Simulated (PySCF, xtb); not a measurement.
C₃H₅, SMILES [CH]1CC1, multiplicity 2.

Harmonic wavenumbers (cm⁻¹) from GFN2-xTB run with xtb at its own minimum, in rising order: 578, 777, 790, 935, 979, 1033, 1036, 1064, 1072, 1119, 1352, 1425, 1470, 2997, 3005, 3045, 3049, 3157.

Task: What does B3LYP-D3(BJ)/def2-TZVP (PySCF) give at its own minimum? (Estimate from the structure and the level; the computed values follow.)

Result: 558, 764, 783, 844, 930, 1025, 1067, 1084, 1097, 1160, 1262, 1458, 1484, 3089, 3089, 3149, 3162, 3221. Paired by order, the mean absolute difference is 50 cm⁻¹ and the zero-point energies are 41.3 and 41.8 kcal/mol.
